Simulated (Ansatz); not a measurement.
Abstraction of Br: CHBrF2 + SnH3 → CHF2 + SnH3Br

Species: CHBrF2 `FC(F)Br`, singlet; SnH3 `[SnH3]`, doublet; CHF2 (difluoromethyl radical) `F[CH]F`, doublet; SnH3Br `[Br][SnH3]`, singlet. A radical takes Br: the energy is the difference in strength between the C–Br bond broken and the Sn–Br bond made.

Shapes, held fixed at every level: PBE0-D4/def2-TZVP. Programs: Ansatz 0.2.0. The zero-point and thermal change to 298 K, harmonic and unscaled (PBE0-D4/def2-TZVP), is -0.5 kJ/mol.

| level | kind | ΔH(298 K) (kJ/mol) | less CCSD(T)/def2-TZVPP |
| --- | --- | --- | --- |
| MP2/def2-TZVPP | perturbation theory | -39.5 | +1.1 |
| HF/def2-TZVPP | Hartree–Fock | -87.1 | -46.5 |
| SPW92/def2-TZVPP | LDA | -17.7 | +22.9 |
| r2SCAN-D4/def2-TZVPP | meta-GGA | -47.0 | -6.4 |
| B3LYP-D4/def2-TZVPP | global hybrid | -46.4 | -5.8 |
| r2SCAN0-D4/def2-TZVPP | global hybrid | -53.9 | -13.3 |
| CCSD/def2-SVP | coupled cluster or CI | -49.1 | -8.5 |
| CCSD(T)/def2-TZVPP | coupled cluster or CI | -40.6 | 0.0 |

The highest level, CCSD(T)/def2-TZVPP, gives ΔH(298 K) = -40.6 kJ/mol; the levels span -87.1 to -17.7. The column of differences is taken from that level and isn't an error. No measured value is set beside it here. Open shells run unrestricted. For atoms past krypton def2 sets carry core potentials with scalar relativity. Relativity is left out for Br. Outer-core shells of Br, Sn are correlated, in sets that cover them unevenly.
